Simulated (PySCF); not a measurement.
Spin states of RbB

Unrestricted PBE0; PySCF, spin-free X2C with a Gaussian nucleus, basis sets Rb x2c-TZVPPall, B x2c-TZVPPall. Outer shells of the fragments: Rb 5s1; B 2s2 2p1.

Followed along the bond (rough minima from three points):

```json
{"2Ms+1": "3", "unpaired": "σ ↑, π ↑", "⟨S²⟩ at the start": "2.00", "R at minimum (Å)": "2.97", "Te (eV)": "0.00"}
{"2Ms+1": "3", "unpaired": "π ↑↑", "⟨S²⟩ at the start": "2.01", "R at minimum (Å)": "2.65", "Te (eV)": "0.17"}
{"2Ms+1": "1", "unpaired": "σ ↓, π ↑", "⟨S²⟩ at the start": "1.01", "R at minimum (Å)": "2.99", "Te (eV)": "0.20"}
{"2Ms+1": "1", "unpaired": "π ↑↓", "⟨S²⟩ at the start": "1.01", "R at minimum (Å)": "2.65", "Te (eV)": "0.37"}
{"2Ms+1": "1", "unpaired": "none", "⟨S²⟩ at the start": "0.00", "R at minimum (Å)": "3.30", "Te (eV)": "0.65"}
```

Solutions found at the starting distance of 2.875 Å, counted from the lowest of them; the search is not exhaustive and high or unbound solutions are not listed, so other states can lie among these:

| 2Ms+1 | unpaired | term | E (eV) | ⟨S²⟩ | ⟨Lz²⟩ | μ (D) |
| --- | --- | --- | --- | --- | --- | --- |
| 3 | σ ↑, π ↑ | ³Π | 0.00 | 2.00 | 1.01 | -7.91 |
| 1 | σ ↓, π ↑ | mixed | 0.20 | 1.01 | 1.01 | -7.50 |
| 3 | π ↑↑ | ³Σ⁻ | 0.23 | 2.01 | 0.00 | -10.06 |
| 1 | π ↑↓ | mixed | 0.43 | 1.01 | 2.02 | -9.99 |
| 1 | none | ¹Σ⁺ | 0.83 | 0.00 | 0.00 | -5.54 |
| 1 | none | mixed | 1.26 | 0.00 | 2.00 | -9.57 |
| 3 | σ ↑↑ | ³Σ⁺ | 1.38 | 2.00 | 0.00 | 2.81 |
| 3 | π ↑↑ | mixed | 2.60 | 2.00 | 2.01 | 3.48 |
| 1 | σ ↑, δ ↓ | mixed | 3.08 | 1.00 | 4.00 | 0.85 |
| 3 | π ↑, δ ↑ | mixed | 3.20 | 2.00 | 5.01 | 0.69 |
| 3 | π ↑, δ ↑ | mixed | 3.20 | 2.00 | 4.99 | 0.70 |

A term symbol is given only where ⟨S²⟩ and ⟨Lz²⟩ are close to those of a pure state; real π, δ and φ orbitals otherwise mix terms. A positive dipole means Rb(−)B(+).

**Question.** Compare the gap between the two lowest followed solutions at the starting distance with the gap between their minima.

**Answer.** At PBE0 the second solution (triplet, unpaired electrons π ↑↑) lies +0.23 eV from the first (triplet, unpaired electrons σ ↑, π ↑) at 2.875 Å and +0.17 eV at the minima; the two curves relax by different amounts, since their minima lie near 2.65 and 2.97 Å.

Spin–orbit coupling is left out.
